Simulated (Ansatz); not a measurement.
Ideal-gas functions of CH2InN, SMILES `N#[C][InH2]` at 400 K and 1 bar, from an Ansatz frequency run at PBE0-D4/def2-TZVP.

Molar mass 142.85 g/mol, point group C2v (symmetry number 2), electronic degeneracy 1, moments of inertia 4.857, 172.825, 177.682 u Å². Harmonic wavenumbers (cm⁻¹, unscaled): 187, 196, 383, 441, 553, 587, 1889, 1896, 2300.

Use S(trans) = R[1.5 ln M + 2.5 ln T − 1.1517]; rotational temperatures θ = 24.2544 K / I; S(rot) = R[ln(√π/σ · √(T³/θAθBθC)) + 1.5]; for each mode x = 1.438777 ν̃/T, S = R[x/(eˣ − 1) − ln(1 − e⁻ˣ)] and H = RT x/(eˣ − 1); 1 cm⁻¹ = 0.0119627 kJ/mol; R = 8.31446 J/(mol·K).

Q: By hand: the entropy, in J/(mol·K).

A: Translation 176.8. Rotation: θ = 4.9937, 0.1403, 0.1365 K, giving 95.9. Vibration, mode by mode: 11.77, 11.39, 6.28, 5.30, 3.84, 3.49, 0.07, 0.07, 0.02, in all 42.2. Electronic 0.0. Sum 314.9 J/(mol·K).

Q: By hand: H − E and G − E in kJ/mol, counted from the electronic energy.

A: Zero-point energy ½ × 8432 × 0.0119627 = 50.4; thermal vibration 9.6; translation, rotation and pV give 4 RT = 13.3. H − E = 73.3 kJ/mol, and G − E = 73.3 − 400 × 314.9/1000 = -52.7 kJ/mol.

Vibration gives 13 % of the entropy.
